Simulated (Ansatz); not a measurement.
PtF₂. The state is a singlet with charge 0. Geometry PBE-D4/def2-TZVP; atoms count from 1.

```xyz
3

Pt   -0.3256    0.2672   -0.2106
F     1.3261    1.0984   -0.1304
F    -1.0006   -1.3656    0.3410
```

In the def2 sets Pt takes a core potential; there is no spin–orbit coupling. The restricted singlet is unstable: a solution with broken spin symmetry lies lower. At PBE0-D4/def2-TZVP a triplet of charge 0 lies 1.09 eV below the restricted singlet, each at its own geometry. The structure comes from a short search, and lower isomers may exist.

Question: Estimate the Mulliken populations from the PBE0/def2-TZVP orbitals of Ansatz.

Answer: 
| atom | charge (e) | d electrons |
| --- | --- | --- |
| Pt1 | 0.70 | 8.26 |
| F2 | -0.35 | – |
| F3 | -0.35 | – |
Mulliken values depend strongly on the basis.

Question: And the Mayer bond orders between heavy atoms (over 0.3)?

Answer: Pt1–F2 0.98 (1.85 Å); Pt1–F3 0.98 (1.85 Å).
